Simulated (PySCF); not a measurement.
These compounds are isomers of formula C7H9F.

A. `C=C1[C@@H](C=C)[C@H](F)C1`
B. SMILES C#CC/C(C)=C/CF
C. SMILES C=CC(=C)/C=C/CF

Spectrum 1. ¹H NMR (300 MHz, computed): δ 5.91 (m, 1H), 5.48 (m, 1H), 5.45 (m, 1H), 5.43 (m, 1H), 5.39 (m, 1H), 4.86 (m, 1H), 3.63 (m, 1H), 3.09 (m, 1H), 3.05 (m, 1H). ¹³C{¹H} NMR (computed): δ 151.8 (C), 146.5 (CH), 123.5 (CH2), 117.3 (CH2), 92.2 (CH), 61.4 (CH), 40.8 (CH2).

Spectrum 2. ¹H NMR (300 MHz, computed): δ 6.80 (m, 1H), 6.77 (m, 1H), 6.13 (m, 1H), 5.88 (m, 1H), 5.63 (m, 1H), 5.45 (m, 2H), 5.39 (m, 1H), 5.32 (m, 1H). ¹³C{¹H} NMR (computed): δ 151.9 (C), 145.4 (CH), 138.5 (CH), 133.9 (CH), 126.0 (CH2), 122.1 (CH2), 86.3 (CH2).

Spectrum 3. ¹H NMR (300 MHz, computed): δ 5.88 (m, 1H), 5.54 (m, 2H), 2.94 (d, 2H), 1.78 (s, 3H), 1.46 (t, 1H). ¹³C{¹H} NMR (computed): δ 138.4 (C), 134.5 (CH), 87.1 (C), 85.3 (CH2), 76.1 (CH), 31.6 (CH2), 17.8 (CH3).

Computational details: PBE0/pcSseg-1 with gauge-including orbitals, coordinates at the GFN2-xTB level, in PySCF 2.14 (single conformer, rapidly exchanging positions averaged, non-relativistic Hamiltonian, no solvent model).

δ = σ(ref) − σ, references computed at the same level: ¹H (σref 31.72) and ¹³C (σref 186.93) against TMS. Splittings of carbon signals by F and P are missing where no couplings were computed. Where no couplings were computed, multiplicities follow the n + 1 count of equivalent neighbours, and m marks all less simple cases (inequivalent or close neighbours, rings, F or P nearby). Shifts are as computed. Against solution values, carbons near 30 ppm lie about +3 ppm off and those near 130 ppm about +5 ppm. Of 1211 compounds with measured shifts, 218 miss one by over three times the rms of a fit or turn the order of signals round; such compounds aren't used in these exercises.

**Question.** Match each spectrum to its structure.

**Answer.** 1–A, 2–C, 3–B.

- Spectrum 1 (A): 7 ¹³C signals; δC 151.8 is a fully substituted alkene carbon; δC 146.5 is an alkene CH.
- Spectrum 2 (C): 7 ¹³C signals; δC 151.9 is a fully substituted alkene carbon; δC 145.4 is an alkene CH.
- Spectrum 3 (B): 7 ¹³C signals; δC 138.4 is a fully substituted alkene carbon; δC 134.5 is an alkene CH.
